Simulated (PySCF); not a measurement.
silane (H4Si), SMILES [SiH4]. Geometry optimised at TPSSh-D3(BJ)/def2-TZVPD.

TDDFT-LC-ωPBE/def2-TZVPD run with PySCF puts the lowest singlet excitations at 9.35, 9.35, 9.35, 9.60, 9.60, 9.73 eV and the lowest triplet (TDA) at 8.62 eV.

Q: What are the lowest singlet roots from EOM-CCSD/aug-cc-pVDZ (PySCF)? (An estimate is asked for; the answer gives what the named calculation found.)

A: 9.36, 9.36, 9.36, 9.42, 9.42, 9.42 eV; triplets 8.68, 8.68, 8.68 eV. S1 differs by 0.01 eV (second minus first; roots are paired by order, and the bases may differ).
